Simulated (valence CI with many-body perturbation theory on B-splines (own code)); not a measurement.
**Zr⁺: what each term of the Hamiltonian does**

Level of theory: valence CI with perturbative core correlation (CI+MBPT): three valence electrons over a frozen Dirac-Fock core [Kr], a basis of 9 s, 9 p, 10 d, 8 f, 5 g, 3 h, 1 i functions for each j, with the one-electron correlation potential Σ1 (screened to all orders), the two-electron term Σ2, the three-electron term Σ3, Breit, model QED; selected single and double excitations, second order for the rest (own B-spline code, finite nucleus).

Against 26 measured levels this calculation errs by 278 cm⁻¹ on average and by 664 at most. These come from a selection out of the NIST Handbook of Basic Atomic Spectroscopic Data. Levels without a partner in it may be off by more, other configurations by 1,000 to 4,000 cm⁻¹.

Each rung adds one term. CI alone is the Dirac-Coulomb CI over the frozen core; QED comes last and gives the full result, which names the levels. Energies are above 4d²5s ⁴F_3/2 on the same rung, in cm⁻¹. A blank means that the level has no clear partner on that rung.

Names give the largest LS component (configuration and term), which can be under half, so a name can repeat, a term be missing and a line seem to break the LS rules; names also repeat where a configuration has a term twice.

```tsv
Level	CI alone
4d²5s ⁴F_5/2	249
4d²5s ⁴F_7/2	602
4d²5s ⁴F_9/2	1041
4d³ ⁴F_3/2	8374
4d³ ⁴F_5/2	8597
4d³ ⁴F_7/2	8894
4d³ ⁴F_9/2	9234
4d²5s ²D_5/2	2681
4d³ ²P_1/2	7773
4d²5s ²F_5/2	5030
4d²5s ²F_7/2	5705
4d²5s ⁴P_1/2	7393
4d²5s ⁴P_3/2	7558
4d²5s ⁴P_5/2	7801
4d³ ⁴P_1/2	15041
```

Q: What do these energies become with core correlation, Breit and QED?

A: 4d²5s ⁴F_5/2 314 (+65); 4d²5s ⁴F_7/2 763 (+160); 4d²5s ⁴F_9/2 1323 (+282); 4d³ ⁴F_3/2 1923 (-6452); 4d³ ⁴F_5/2 2236 (-6361); 4d³ ⁴F_7/2 2636 (-6258); 4d³ ⁴F_9/2 3097 (-6137); 4d²5s ²D_5/2 4638 (+1957); 4d³ ²P_1/2 5581 (-2192); 4d²5s ²F_5/2 5732 (+702); 4d²5s ²F_7/2 6432 (+727); 4d²5s ⁴P_1/2 7901 (+507); 4d²5s ⁴P_3/2 8123 (+565); 4d²5s ⁴P_5/2 8445 (+645); 4d³ ⁴P_1/2 9196 (-5845).

Q: How does the ionisation energy move along the ladder, and which term matters most?

A: CI alone 12.550, + Σ1 13.017, + Σ2 12.962, + Σ3 12.945, + Breit 12.941, + QED 12.936 eV. The largest step is Σ1, 0.467 eV. NIST lists 13.13 eV (measured), further off than its uncertainty and the later steps.
